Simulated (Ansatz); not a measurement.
Total energies of Ca10O12H4, a hydroxylated oxide cluster from Ansatz at PBE0-D4/def2-TZVP, gas phase (1 Eh = 27.2114 eV = 2625.5 kJ/mol). The reference geometry is relaxed at PBE-D4/def2-SVP.

Cartesian coordinates in Å:
```
Ca 0.188 0.019 1.081
Ca -1.645 3.065 1.499
Ca -3.023 0.834 -0.301
Ca -0.344 0.845 -2.299
Ca 0.901 3.149 -0.481
Ca -2.511 0.260 2.761
Ca 1.285 2.559 2.633
Ca 2.607 0.471 -1.052
Ca -1.387 -2.027 -0.844
Ca 1.741 -2.646 -0.515
O -0.101 -3.863 -1.045
O -2.425 -0.467 -2.254
O 0.544 -0.844 -1.074
O 3.582 -1.615 -1.221
O -2.041 -0.819 0.873
O 1.295 -1.958 1.537
O 1.511 1.909 -2.238
O -1.136 2.012 -0.530
O 1.919 1.530 0.799
O -3.462 1.759 1.611
O -0.615 1.388 2.771
O 0.329 4.046 1.483
H -0.276 -4.815 -1.104
H -2.959 -0.662 -3.044
H 4.492 -1.845 -1.465
H 1.531 -2.285 2.420
```

```csv
state,geometry,energy (Eh)
charge 0 singlet,reference,-7680.21121
charge 1 doublet,reference,-7679.98231
charge 1 doublet,relaxed at PBE-D4/def2-SVP,-7679.99279
charge -1 doublet,reference,-7680.21736
free Ca atom (singlet),–,-677.37586
free O atom (triplet),–,-75.01860
free H atom (doublet),–,-0.50104
```

Single mean-field runs in def2-TZVP are fitted with def2-universal-jkfit.

(1) Work out the vertical ionisation energy to the doublet.

(2) Work out the vertical electron affinity, to the doublet.

(3) Give the fundamental gap IE − EA, the Mulliken electronegativity (IE + EA)/2 and the hardness (IE − EA)/2.

(4) How much does the charge 1 doublet relax, and what is the adiabatic ionisation energy?

(5) What is the binding energy per atom against free atoms?

(1) E(charge 1 doublet) − E(charge 0 singlet) = -7679.98231 − (-7680.21121) = 0.22890 Eh = 6.23 eV. For comparison, −ε of the highest occupied level is 4.97 eV at this level, 1.26 eV less.

(2) E(charge 0 singlet) − E(charge -1 doublet) = -7680.21121 − (-7680.21736) = 0.00615 Eh = 0.17 eV. The basis lacks diffuse functions, which makes affinities too small.

(3) From the values in Eh: IE − EA = 0.22890 − 0.00615 = 0.22275 Eh = 6.06 eV; (IE + EA)/2 = 3.20 eV; (IE − EA)/2 = 3.03 eV. The HOMO–LUMO gap of the same run is 4.18 eV, 1.88 eV smaller than the fundamental gap.

(4) Relaxation: -7679.98231 − (-7679.99279) = 0.01048 Eh = 0.29 eV. Adiabatic ionisation energy: 0.21842 Eh = 5.94 eV, without zero-point energy. 

(5) Atoms: 10 × (-677.37586) + 12 × (-75.01860) + 4 × (-0.50104) = -7675.98596 Eh. Binding: -7675.98596 − (-7680.21121) = 4.22525 Eh = 114.97 eV, or 4.42 eV for each of 26 atoms (no zero-point energy, no counterpoise term).

At PBE0-D4/def2-TZVP the highest occupied level of the charge -1 doublet lies above zero (up to 0.57 eV). By energy differences its removal costs 0.17 eV (vertical, to the charge 0 singlet, at PBE0-D4/def2-TZVP); self-interaction error and the lack of diffuse functions both raise the level.
